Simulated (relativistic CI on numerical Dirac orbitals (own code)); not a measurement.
# Transition arrays of I14+

Calculated at this level of theory: Dirac-Coulomb-Breit CI, KLI orbitals optimised for each configuration, QED by a radiative potential, valence Slater integrals scaled by 0.9, whole transition arrays (own radial code, finite nucleus).

Configuration list (outside the closed core [Ar] 3d10 4s2): 4p⁶4d³, 4p⁶4d²4f, 4p⁵4d⁴, 4p⁶4d²5p, 4p⁶4d²5f. Levels of other configurations are missing.

All E1 lines from the levels of 4p⁶4d³; mean and standard deviation are weighted by gf, and upper levels are sorted by their leading configuration.

```
Upper configuration  Lines    Σgf  Mean (eV)  Mean (nm)  σ (eV)  Strongest line (nm)
           4p⁶4d²4f    403  244.8     110.81     11.189    2.55               11.133
             4p⁵4d⁴   2036  633.2     111.28     11.141    4.70               11.075
           4p⁶4d²5p    466   40.9     120.58     10.282    3.96               10.131
           4p⁶4d²5f    721   11.0     190.68      6.502    2.11                6.481
```

Σgf per state of the lower configuration in bins of 0.2 nm over the central range (centre: value): 6.5: 0.08, 10.1: 0.16, 10.3: 0.09, 10.5: 0.09, 10.7: 0.21, 10.9: 1.23, 11.1: 4.55, 11.3: 0.80, 11.5: 0.23.

Task: How do configuration mixing and the scaling of the Slater integrals move the arrays?

Result: Slater scale 0.9, no configuration mixing: 4p⁶4d²4f 101.7 ± 4.2 eV (Σgf 324.9), 4p⁵4d⁴ 103.0 ± 8.1 eV (Σgf 471.1), 4p⁶4d²5p 122.2 ± 2.1 eV (Σgf 49.0), 4p⁶4d²5f 190.4 ± 2.2 eV (Σgf 20.2); Slater scale 1: 4p⁶4d²4f 112.7 ± 2.7 eV (Σgf 227.1), 4p⁵4d⁴ 113.4 ± 4.7 eV (Σgf 647.0), 4p⁶4d²5p 118.3 ± 4.2 eV (Σgf 62.0), 4p⁶4d²5f 190.8 ± 2.3 eV (Σgf 10.4); Slater scale 0.8: 4p⁶4d²4f 108.8 ± 2.4 eV (Σgf 262.9), 4p⁵4d⁴ 109.1 ± 4.8 eV (Σgf 596.8), 4p⁶4d²5p 121.1 ± 3.6 eV (Σgf 42.0), 4p⁶4d²5f 190.6 ± 1.9 eV (Σgf 11.6). With mixing, levels are counted to their leading configuration, so an array can shrink or vanish into another, and the sums then hold other lines.
